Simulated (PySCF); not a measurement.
Krypton: a sound run and one with changed settings

Sound run: Kr⁺ [Ar] 3d10 4s2 4p5, Kr²⁺ [Ar] 3d10 4s2 4p4. Calculation: PySCF 2.14, in def2-TZVP; the non-relativistic Hamiltonian (point nucleus). In the sound run the correlated levels freeze [Ar] 3d10. The sound run starts from symmetry-adapted Hartree-Fock orbitals and uses a fine grid where one is needed.

Changed run: basis STO-3G. This setting is unsound on purpose.

```json
{"species": "Kr⁺", "method": "UHF", "sound run (hartree)": "-2751.52176", "changed run (hartree)": "-2722.30230", "converged": "yes"}
{"species": "Kr⁺", "method": "MN15", "sound run (hartree)": "-2753.59312", "changed run (hartree)": "-2720.97560", "converged": "yes"}
{"species": "Kr⁺", "method": "r2SCAN", "sound run (hartree)": "-2753.22332", "changed run (hartree)": "-2723.70411", "converged": "yes"}
{"species": "Kr⁺", "method": "MP2", "sound run (hartree)": "-2751.65992", "changed run (hartree)": "-2722.30230", "converged": "yes"}
{"species": "Kr²⁺", "method": "UHF", "sound run (hartree)": "-2750.66749", "changed run (hartree)": "-2721.45462", "converged": "yes"}
{"species": "Kr²⁺", "method": "MN15", "sound run (hartree)": "-2752.70028", "changed run (hartree)": "-2720.08794", "converged": "yes"}
{"species": "Kr²⁺", "method": "r2SCAN", "sound run (hartree)": "-2752.32515", "changed run (hartree)": "-2722.80821", "converged": "yes"}
{"species": "Kr²⁺", "method": "MP2", "sound run (hartree)": "-2750.77565", "changed run (hartree)": "-2721.45462", "converged": "yes"}
```

Ionisation energy of Kr⁺:

```
 method  sound run (eV)  changed run (eV)
    UHF          23.246            23.067
   MN15          24.295            24.154
 r2SCAN          24.441            24.379
    MP2          24.062            23.067
SCS-MP2          24.059            23.067
```

A minimal basis cannot let orbitals breathe on ionisation and holds almost no correlation.

For comparison, NIST gives 24.360 eV between the lowest levels.
